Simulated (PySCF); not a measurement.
Excitation energy of Si⁺ by level of theory

Si⁺ [Ne] 3s2 3p1 (2P) → Si⁺ [Ne] 3s2 3d1 (2D), as a difference of total energies. Computed with PySCF 2.14 in aug-cc-pwCVTZ, with no relativity, point nucleus. Correlated levels: valence: [Ne] frozen; valence and next inner shell: 1s2 frozen; nothing frozen. The calculations carry no spin-orbit coupling.

```tsv
method	excitation energy (cm⁻¹)
UHF	72512
LDA	66152
PBE	65574
PBE0	67915
r2SCAN	68464
B3LYP	66990
BLYP	64912
M06	66219
TPSSh	68207
MP2 (valence)	70474
SCS-MP2 (valence)	70434
MP2 (valence and next inner shell)	70364
SCS-MP2 (valence and next inner shell)	70370
MP2 (all electrons)	70379
SCS-MP2 (all electrons)	70379
```

Errors of the correlated levels include the incompleteness of this basis and the frozen core.

Problem. Which method comes closest to the reference value, and which is furthest?

Solution. The reference is 79157 cm⁻¹ (measured; NIST levels, between the centres of gravity of the two terms). Closest: UHF (error -6645.2 cm⁻¹); furthest: BLYP (error -14245 cm⁻¹).
